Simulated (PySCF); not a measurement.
Job for PySCF: U-B3LYP/6-31G* on H2OSi (SMILES O[SiH]), a point of a bond scan (R = 3.555 Å).

```python
from pyscf import gto, scf, dft, mp
from pyscf.data.elements import chemcore

mol = gto.M(
    atom='''
    Si   -0.37783358   -0.33484004    0.39441778
    H    -3.04390577    0.04788732   -1.92527174
    O     0.78278099    0.49643126   -0.45047039
    H     0.56441750    0.88474728   -1.30394290
    ''',
    basis='6-31g*',
    cart=True,
    charge=0, spin=0, verbose=3, max_memory=1800)
mf = dft.UKS(mol, xc='b3lyp')
mf.conv_tol = 1e-8
mf.max_cycle = 100
mf.init_guess_breaksym = True
mf.kernel()
if not mf.converged:
    mf = mf.newton().run(mf.mo_coeff, mf.mo_occ)
for _ in range(4):
    mo, _, stable, _ = mf.stability(return_status=True)
    if stable:
        break
    mf.kernel(mf.make_rdm1(mo, mf.mo_occ))
```

Program output:

```
converged SCF energy = -365.76351457062  <S^2> = 1.478675e-10  2S+1 = 1
<class 'pyscf.dft.uks.UKS'> wavefunction has an internal instability
converged SCF energy = -365.783526600082  <S^2> = 0.78745655  2S+1 = 2.0371122
<class 'pyscf.dft.uks.UKS'> wavefunction is stable in the internal stability analysis
```

The calculation finished and met its thresholds. Its determinant has ⟨S²⟩ = 0.79, a mixture of spin states.

Cost: roughly 30 core-seconds.
